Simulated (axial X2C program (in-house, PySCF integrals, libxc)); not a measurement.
**Worked dissociation energy of BSe⁻: HF, scalar-relativistic**

All values were computed with an axial X2C code built on PySCF integrals. Spin-free means the one-electron spin-free X2C Hamiltonian. Basis: Se dyall-acv3z [9s10p7d5f1g], B dyall-av3z [8s7p3d2f] (cores contracted in-house); Gaussian nuclei, density fitting, unrestricted open shells. Masses: Se 79.917 u, B 11.009 u.

Molecular state: M_S = 0, Λ = 0 (closed shell).

| Quantity | Value |
| --- | --- |
| E(Se-) (2M_S = 1, M_L = 0) | -2428.182238 hartree |
| E(B) (2M_S = 1, M_L = 0) | -24.539836 hartree |
| E(BSe⁻) at Re | -2452.853652 hartree |
| ωe | 832.2 cm⁻¹ |
| ωexe | 3.69 cm⁻¹ |

**Question.** Work out De and D0.

**Answer.** De = -2428.182238 + (-24.539836) − (-2452.853652) = 0.13158 hartree = 3.580 eV. The zero-point energy is ωe/2 − ωexe/4 = 415 cm⁻¹ = 0.051 eV, so D0 = 3.529 eV.

The state is a single determinant with fixed occupations, the lowest that a limited PBE0 search found. Closed shells are restricted here (equal orbitals for both partners); the stretched side of such a curve lies too high. Dissociation energies refer to the lowest single-determinant-based atoms at the same level and basis. Spin-free De lacks the spin–orbit lowering of the heavy p-block atom, a tenth of an eV or more for 4p and 5p, up to an eV for 6p and one to two eV for 7p atoms, less what an open-shell molecule gains itself. Hartree–Fock gets electron affinities wrong, so its lowest charge split need not be the true one.

Hartree–Fock lacks correlation and underbinds, often by eV.

Each atomic determinant is the lowest at this level and need not be a pure term. Totals compare only within one Hamiltonian and basis.
